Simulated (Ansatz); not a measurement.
Basis-set extrapolation for C₃H₇AlSi (`[AlH2]/[CH]=C1/C[SiH2]1`) (PBE0-D4/def2-TZVP geometry, frozen core, the Gaussian-basis code of Ansatz). Multiplicity 1, RHF reference.

|  | def2-TZVPP | def2-QZVPP |
| --- | --- | --- |
| HF | -648.495554 | -648.516711 |
| MP2 correlation | -0.686245 | -0.731182 |
| CCSD(T) correlation | -0.771237 | not run |

Energies in hartree. Use E(X) = E(∞) + A·exp(−7.88·√X) for Hartree–Fock and E(X) = E(∞) + B·X^(−2.97) for correlation, with X = 3 and 4, and add CCSD(T) minus MP2 of the smaller set to the MP2 limit.

What is the CCSD(T) energy at the basis-set limit?

HF limit: -648.516711 + (-0.021157) × 0.13774 = -648.51963. MP2 limit: -0.731182 + (-0.044937) × 0.74074 = -0.76447. Higher-order term: -0.771237 − (-0.686245) = -0.08499. Total: -649.36909 hartree, 64.2 kcal/mol below CCSD(T)/def2-TZVPP.
